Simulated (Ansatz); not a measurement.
`C[SiH](Cl)[SnH3]` → `C[SiH]` + `[Cl][SnH3]` at 700 K and 1 bar (silylene formation by 1,1-elimination).

Gas-phase electronic energies from Ansatz, PBE0-D4/def2-TZVP geometries. CCSD(T)/CBS is the MP2 limit (def2-TZVPP, def2-QZVPP) plus CCSD(T) − MP2 in def2-TZVPP, frozen cores. This one scheme is used for every species. Elements past krypton have def2 core potentials. For Sn outer-core shells are correlated without core-valence functions, which leaves a few kJ/mol of doubt a bond.

```csv
species,CCSD(T)/CBS energy (Eh),H − E (kJ/mol),S (J/(mol·K))
`C[SiH](Cl)[SnH3]`,-1005.19559,266.1,520.5
`C[SiH]`,-329.46712,152.0,322.2
`[Cl][SnH3]`,-675.62576,99.1,338.4
```

H − E and S are ideal-gas, rigid-rotor, harmonic terms from PBE0-D4/def2-TZVP, for one conformer and one mirror image of each species. 1 Eh = 2625.50 kJ/mol, R = 8.31446 J/(mol·K).

Q: By hand: ΔE, ΔH, ΔS and ΔG.

A: ΔE = (-329.46712) + (-675.62576) − (-1005.19559) = 0.10271 Eh = 269.7 kJ/mol. Δ(H − E) = 152.0 + 99.1 − 266.1 = -15.0, so ΔH = 254.7 kJ/mol. ΔS = 322.2 + 338.4 − 520.5 = 140.1 J/(mol·K). ΔG = 254.7 − 700 × (140.1)/1000 = 156.6 kJ/mol.

Q: By hand: the equilibrium constant, and the temperature at which ΔG would vanish if ΔH and ΔS stayed fixed.

A: log₁₀ K = −ΔG/(RT ln 10) = -11.7. ΔG = 0 at ΔH/ΔS = 1818 K.

The number of gas molecules changes by +1, which sets the sign of ΔS. A doubt of 5 kJ/mol in ΔE shifts log₁₀ K by 0.4 here. Other conformers and mirror images would add mixing entropy, several J/(mol·K) or more a flexible species. These are equilibria of isolated gas molecules and say nothing of rates. Largest T1 diagnostic: 0.012 (customary marks: 0.02 for closed shells, 0.045 for open ones).
